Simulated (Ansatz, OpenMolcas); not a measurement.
**Worked example: vertical ionisation energy of B2H4F2 (SMILES [BH2-]1[F+][BH2-][F+]1)**

B2H4F2 has 8 atoms, charge 0, and is taken as a singlet. As SMILES, `[BH2-]1[F+][BH2-][F+]1`. Geometry: relaxed at PBE0-D4/def2-TZVP.

Both states at this one shape; open shells run unrestricted unless said. 1 Eh = 27.2114 eV.

| level | program | singlet B2H4F2 (Eh) | doublet [B2H4F2]+ (Eh) |
| --- | --- | --- | --- |
| HF/3-21G | Ansatz | -249.311126 | -248.848152 |
| SVWN5/cc-pVDZ | Ansatz | -249.972667 | -249.572828 |
| M06-L/cc-pVDZ | OpenMolcas | -251.821197 | -251.411283 |
| RPA@PBE0/cc-pVDZ, 4 core orbitals frozen | Ansatz | -251.439994 | -251.001455 |

Work out the vertical ionisation energy at each level.


1. HF/3-21G: -248.848152 − (-249.311126) = 0.462974 Eh = 12.60 eV.
2. SVWN5/cc-pVDZ: -249.572828 − (-249.972667) = 0.399839 Eh = 10.88 eV.
3. M06-L/cc-pVDZ: -251.411283 − (-251.821197) = 0.409914 Eh = 11.15 eV.
4. RPA@PBE0/cc-pVDZ: -251.001455 − (-251.439994) = 0.438539 Eh = 11.93 eV.

No measured value is set beside it here; the levels span 10.88 to 12.60 eV.
